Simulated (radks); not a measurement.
Results of a calculation; reference values are marked as such.
All-electron atom: Ru2+ in [Kr] 4d6. Level of theory: scalar-relativistic Kohn-Sham, MS2 meta-GGA, spin-polarised, spherical densities, finite nucleus; open shells are filled with parallel spins first (spin-orbit coupling, left out, can overturn this in heavy ions); meta-GGA in the generalised Kohn-Sham scheme; Fermi nuclear charge, rms radius 4.4809 fm (a radial shooting solver on a logarithmic mesh with Libxc functionals). Some entries of the table are withheld. Estimate them.

| orbital | occ. | eigenvalue (Ry) | <1/r> (bohr^-1) |
|---|---|---|---|
| 1s up | 1 | -1615.814 | 45.89 |
| 1s down | 1 | -1615.814 | 45.89 |
| 2s up | 1 | -234.0793 | 10.38 |
| 2s down | 1 | -234.0485 | 10.39 |
| 2p up | 3 | -209.4552 | 10.05 |
| 2p down | 3 | -209.4283 | 10.05 |
| 3s up | 1 | -42.76480 | 3.604 |
| 3s down | 1 | -42.75604 | 3.603 |
| 3p up | 3 | -34.60627 | 3.425 |
| 3p down | 3 | -34.58715 | 3.424 |
| 3d up | 5 | (1) | 3.192 |
| 3d down | 5 | (2) | 3.192 |
| 4s up | 1 | -7.29894 | (3) |
| 4s down | 1 | -7.07642 | (4) |
| 4p up | 3 | -5.04603 | 1.193 |
| 4p down | 3 | -4.80086 | 1.201 |
| 4d up | 5 | -1.86194 | 0.8791 |
| 4d down | 1 | -1.60464 | 0.8668 |

Answer. 
(1) 3d up eigenvalue (Ry): -21.61745
(2) 3d down eigenvalue (Ry): -21.57349
(3) 4s up <1/r> (bohr^-1): 1.331
(4) 4s down <1/r> (bohr^-1): 1.339
